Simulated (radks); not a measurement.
Results of a calculation; reference values are marked as such.
Initial-state core-level shifts of neutral gadolinium when its valence configuration changes from [Xe] 4f7 5d1 6s2. Level of theory: scalar-relativistic Kohn-Sham, r2SCAN, spin-polarised, spherical densities, finite nucleus; open shells are filled with parallel spins first (spin-orbit coupling, left out, can overturn this in heavy ions); meta-GGA in the generalised Kohn-Sham scheme; Fermi nuclear charge, rms radius 5.1569 fm (a radial shooting solver on a logarithmic mesh with Libxc functionals). Shifts are changes of the shell-averaged eigenvalues in eV (positive: less bound); the change of the density at the nucleus, which sets a Mossbauer isomer shift, is in e/bohr^3, on a base of 6.58e+05.

\begin{tabular}{lrrrrr}
valence & 3p & 3d & 5s & 5p & density at nucleus \\ \hline
4f7 5d1 6s1 6p1 & -0.918 & -0.919 & -0.885 & -0.866 & -21.30 \\
4f7 5d1 6s1.5 6p0.5 & -0.551 & -0.551 & -0.536 & -0.526 & -11.01 \\
4f6 5d2 6s2 & -9.402 & -9.313 & -3.627 & -2.808 & +41.31 \\
4f7 5d1 6p2 & -2.157 & -2.158 & -2.142 & -2.103 & -49.87 \\
4f6 5d1 6s2 6p1 & -13.031 & -12.953 & -7.203 & -6.160 & +55.82 \\
4f6.5 5d1 6s2 6p0.5 & -6.306 & -6.267 & -3.570 & -3.059 & +26.71 \\
\end{tabular}
